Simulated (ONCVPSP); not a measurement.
# Which change was made? (Pd, ONCV)

Pd (Z = 46), optimised norm-conserving Vanderbilt (ONCV), made with ONCVPSP 4.0.1 (PW91, scalar-relativistic). Core [Ar] 3d10, reference 4s2 4p6 4d8 (charge +2). Waves: 4s: rc 1.55 bohr, ncon 4, nbas 9, qcut 8.1 1/bohr, 2 projectors, debl 3.3 Ha; 4p: rc 1.10 bohr, ncon 3, nbas 7, qcut 7.3 1/bohr, 2 projectors, debl 3.9 Ha; 4d: rc 2.00 bohr, ncon 5, nbas 10, qcut 9.5 1/bohr, 2 projectors, debl 2 Ha. Local part: polynomial inside 0.85 bohr (lpopt 5, dvloc0 1 Ha). Core correction: Teter function, fcfact 3.25, rcfact 1.45.

In the s channel the program set the typed energies aside and used -4.063, 0.050 Ha.

Cutoffs, loose and tight: the cutoffs (Ha) at which the residual kinetic energy of the hardest occupied pseudo-wave falls to 1 and 0.1 mHa per electron. They do not see the model core or the augmentation charge, which bear on the density cutoff. Test errors are all-electron minus pseudo excitation energies from the reference, over the configurations 4s2 4p6 4d10; 4s2 4p6 4d9; 4s2 4p6 4d7; 4s2 4p6 4d8 5s1; variants that change the core or the reference have their own tests.

The base gives: outcome: generated, projector energies reset by the program; cutoff, loose: 74 Ha; cutoff, tight: 172 Ha; bound ghosts: none; GHOST(+) flags above zero: s; largest test error (meV): +4.2.

**Question.** After one change the result is: outcome: generated, projector energies reset by the program; cutoff, loose: 73 Ha; cutoff, tight: 169 Ha; bound ghosts: none; GHOST(+) flags above zero: s, d; largest test error (meV): +27. Which change was it?
A. s: qcut 5.2; p: qcut 4.7; d: qcut 6.2
B. reference 4s2 4p6 4d9.75
C. d: qcut 7.1

**Answer.** A. The others give: d: qcut 7.1 → outcome: generated, projector energies reset by the program; cutoff, loose: 74 Ha; cutoff, tight: 172 Ha; bound ghosts: none; GHOST(+) flags above zero: s; largest test error (meV): +15 | reference 4s2 4p6 4d9.75 → outcome: generated; cutoff, loose: 73 Ha; cutoff, tight: 170 Ha; bound ghosts: none; GHOST(+) flags above zero: s; largest test error (meV): -265.
